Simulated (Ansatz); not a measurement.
# Ligand exchange: H2Se + SiH(CH3)(OH)(SiH3) → SiH3(SeH) + SiH2(CH3)(OH)

Species: H2Se (hydrogen selenide) `[SeH2]`, singlet; SiH(CH3)(OH)(SiH3), singlet; SiH3(SeH), singlet; SiH2(CH3)(OH), singlet. The partners trade H for SiH3: Se–H and Si–SiH3 bonds give way to Se–SiH3 and Si–H.

Shapes, held fixed at every level: PBE0-D4/def2-TZVP. Flexible molecules stand in one conformer, not always the lowest. Programs: Ansatz 0.2.0. The zero-point and thermal change to 298 K, harmonic and unscaled (PBE0-D4/def2-TZVP), is +3.2 kJ/mol.

Estimate ΔH(298 K) of this reaction.

The highest level, CCSD(T)/def2-TZVPP, gives ΔH(298 K) = -59.8 kJ/mol; the levels span -74.1 to -48.0. The column of differences is taken from that level and isn't an error. No measured value is set beside it here. Relativity is left out for Se. Outer-core shells of Se are correlated, in sets that cover them unevenly.

```
               level                    kind  ΔH(298 K) (kJ/mol)  less CCSD(T)/def2-TZVPP
       HF/def2-TZVPP            Hartree–Fock               -74.1                    -14.3
    SPW92/def2-TZVPP                     LDA               -48.0                    +11.8
r2SCAN-D4/def2-TZVPP                meta-GGA               -58.7                     +1.1
 BHLYP-D4/def2-TZVPP           global hybrid               -63.5                     -3.7
  wB97M-V/def2-TZVPP  range-separated hybrid               -63.8                     -4.0
   B2PLYP/def2-TZVPP           double hybrid               -64.2                     -4.4
       CCSD/def2-SVP   coupled cluster or CI               -56.0                     +3.8
  CCSD(T)/def2-TZVPP   coupled cluster or CI               -59.8                      0.0
```
